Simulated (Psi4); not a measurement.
HClO, charge +1, doublet, at a GFN2-xTB geometry (a state made from the parent by changing its charge; the spin is typed, not shown lowest); B3LYP/3-21G (Psi4).

Here is a job for Psi4.
```
memory 2 GB

molecule mol {
1 2
  O    -0.043832    1.021486    0.014691
  H    -0.966721    1.402032    0.005034
  Cl    0.077493   -0.563172   -0.007209
}

set basis 3-21g
set reference uks
set dft_pruning_scheme treutler

energy('b3lyp')
print_variables()
```

What the program printed (banner, timings and long lists left out):

```
   => Loading Basis Set <=

    Name: 3-21G
    Role: ORBITAL
    Keyword: BASIS

         ---------------------------------------------------------
                                   SCF
               by Justin Turney, Rob Parrish, Andy Simmonett
                          and Daniel G. A. Smith
                              UKS Reference
         ---------------------------------------------------------

  ==> Geometry <==

    Molecular point group: cs
    Full point group: Cs

    Geometry (in Angstrom), charge = 1, multiplicity = 2:

       Center              X                  Y                   Z               Mass
    ------------   -----------------  -----------------  -----------------  -----------------
         O           -0.063478574066     1.058971173853     0.000000000000    15.994914619570
         H           -0.986400219440     1.439560530754     0.000000000000     1.007825032230
         CL           0.057464087358    -0.525867371626     0.000000000000    34.968852682000

  Running in cs symmetry.

  Rotational constants: A =     23.33688  B =      0.55942  C =      0.54633 [cm^-1]
  Rotational constants: A = 699622.01686  B =  16771.11573  C =  16378.49566 [MHz]
  Nuclear repulsion =   53.561642503230267

  Charge       = 1
  Multiplicity = 2
  Electrons    = 25
  Nalpha       = 13
  Nbeta        = 12

  ==> Algorithm <==

  SCF Algorithm Type is DF.
  DIIS enabled.
  MOM disabled.
  Fractional occupation disabled.
  Guess Type is SAD.
  Energy threshold   = 1.00e-06
  Density threshold  = 1.00e-06
  Integral threshold = 1.00e-12

  ==> Primary Basis <==

  Basis Set: 3-21G
    Blend: 3-21G
    Number of shells: 14
    Number of basis functions: 24
    Number of Cartesian functions: 24
    Spherical Harmonics?: false
    Max angular momentum: 1

  ==> DFT Potential <==

   => LibXC <=

    Version 7.1.2
    S. Lehtola, C. Steigemann, M. J. T. Oliveira, and M. A. L. Marques,  SoftwareX 7, 1–5 (2018) (10.1016/j.softx.2017.11.002)

   => Composite Functional: B3LYP <=

    B3LYP Hyb-GGA Exchange-Correlation Functional

    P. J. Stephens, F. J. Devlin, C. F. Chabalowski, and M. J. Frisch,  J. Phys. Chem. 98, 11623 (1994) (10.1021/j100096a001)

    Deriv               =              1
    GGA                 =           TRUE
    Meta                =          FALSE

    Exchange Hybrid     =           TRUE
    MP2 Hybrid          =          FALSE

   => Exchange Functionals <=

    0.0800   Slater exchange
    0.7200         Becke 88

   => Exact (HF) Exchange <=

    0.2000               HF

   => Correlation Functionals <=

    0.1900   Vosko, Wilk & Nusair (VWN5_RPA)
    0.8100   Lee, Yang & Parr

   => LibXC Density Thresholds  <==

    XC_HYB_GGA_XC_B3LYP:  1.00E-15

   => Molecular Quadrature <=

    Radial Scheme          =       TREUTLER
    Pruning Scheme         =       TREUTLER
    Pruning Type           =         REGION
    Nuclear Scheme         =       TREUTLER

    Blocking Scheme        =         OCTREE
    BS radius alpha        =              1
    Pruning alpha          =              1
    Radial Points          =             75
    Spherical Points       =            302
    Total Points           =          34630
    Total Blocks           =            345
    Max Points             =            251
    Max Functions          =             24
    Weights Tolerance      =       1.00E-15

   => Loading Basis Set <=

    Name: (3-21G AUX)
    Role: JKFIT
    Keyword: DF_BASIS_SCF

  ==> Integral Setup <==

  SCF_SUBTYPE=INCORE selected. In-core MEM_DF algorithm will be used.
  Using in-core AOs.

  ==> MemDFJK: Density-Fitted J/K Matrices <==

    J tasked:                   Yes
    K tasked:                   Yes
    wK tasked:                   No
    Algorithm:                 Core
    Schwarz Cutoff:           1E-12
    Mask sparsity (%):       0.3472
    Fitting Condition:        1E-10

   => Auxiliary Basis Set <=

  Basis Set: (3-21G AUX)
    Blend: DEF2-UNIVERSAL-JKFIT
[...]
    Using symmetric orthogonalization.

  ==> Pre-Iterations <==

  SCF Guess: Superposition of Atomic Densities via on-the-fly atomic UHF (no occupation information).

   -------------------------
    Irrep   Nso     Nmo
   -------------------------
     A'        19      19
     A"         5       5
   -------------------------
    Total      24      24
   -------------------------

  ==> Iterations <==

                           Total Energy        Delta E     RMS |[F,P]|

   @DF-UKS iter SAD:  -533.22684739599879   -5.33227e+02   0.00000e+00
   @DF-UKS iter   1:  -532.88153919166996    3.45308e-01   1.12114e-02 DIIS/ADIIS
   @DF-UKS iter   2:  -532.83303844314730    4.85007e-02   2.12576e-02 DIIS/ADIIS
   @DF-UKS iter   3:  -532.90647709575569   -7.34387e-02   2.81538e-03 DIIS/ADIIS
   @DF-UKS iter   4:  -532.90797931190002   -1.50222e-03   8.66333e-04 DIIS/ADIIS
   @DF-UKS iter   5:  -532.90806611898870   -8.68071e-05   4.05833e-04 DIIS/ADIIS
   @DF-UKS iter   6:  -532.90809959425076   -3.34753e-05   6.33286e-05 DIIS
   @DF-UKS iter   7:  -532.90810128867554   -1.69442e-06   1.04644e-05 DIIS
   @DF-UKS iter   8:  -532.90810134886533   -6.01898e-08   2.24155e-06 DIIS
   @DF-UKS iter   9:  -532.90810135232357   -3.45824e-09   3.88465e-07 DIIS
  Energy and wave function converged.

  ==> Post-Iterations <==

   Electrons on quadrature grid:
      Nalpha   =   12.9999736640 ; deviation = -2.634e-05
      Nbeta    =   11.9999753575 ; deviation = -2.464e-05
      Ntotal   =   24.9999490216 ; deviation = -5.098e-05

   @Spin Contamination Metric:   1.518995065E-03
   @S^2 Expected:                7.500000000E-01
   @S^2 Observed:                7.515189951E-01
   @S   Expected:                5.000000000E-01
   @S   Observed:                5.000000000E-01

    Orbital Energies [Eh]
    ---------------------

    Alpha Occupied:

[...]
      10Ap    -0.646296

    Alpha Virtual:

[...]
    Beta Occupied:

[...]
    Beta Virtual:

[...]
    Final Occupation by Irrep:
             Ap   App
    DOCC [    10,    2 ]
    SOCC [     0,    1 ]
    NA   [    10,    3 ]
    NB   [    10,    2 ]

  @DF-UKS Final Energy:  -532.90810135232357

   => Energetics <=

    Nuclear Repulsion Energy =             53.5616425032302672
    One-Electron Energy =                -833.1211464026201838
    Two-Electron Energy =                 276.2727040945720205
    DFT Exchange-Correlation Energy =     -29.6213015475056665
    Empirical Dispersion Energy =           0.0000000000000000
    VV10 Nonlocal Energy =                  0.0000000000000000
    Total Energy =                       -532.9081013523235697

  UHF NO Occupations:
  HONO-2 :   10 Ap 1.9998419
  HONO-1 :    2App 1.9995513
  HONO-0 :    3App 1.0000000
  LUNO+0 :    4App 0.0004487
  LUNO+1 :   11 Ap 0.0001581
  LUNO+2 :   12 Ap 0.0001188
  LUNO+3 :   13 Ap 0.0000155

Computation Completed

Properties will be evaluated at   0.000000,   0.000000,   0.000000 [a0]

Properties computed using the SCF density matrix

 Multipole Moments:

 ------------------------------------------------------------------------------------
     Multipole            Electronic (a.u.)      Nuclear  (a.u.)        Total (a.u.)
 ------------------------------------------------------------------------------------

 L = 1.  Multiply by 2.5417464519 to convert [e a0] to [Debye]
 Dipole X            :          0.0317802           -0.9776296           -0.9458494
 Dipole Y            :         -1.4458742            1.8360288            0.3901546
 Dipole Z            :          0.0000000            0.0000000            0.0000000
 Magnitude           :                                                    1.0231578

 ------------------------------------------------------------------------------------

  Variable Map:
  ----------------------------------------------------------------------------
[...]
  Array Variable Map:
  ----------------------------------------------------------------------------
[...]
[...]
```
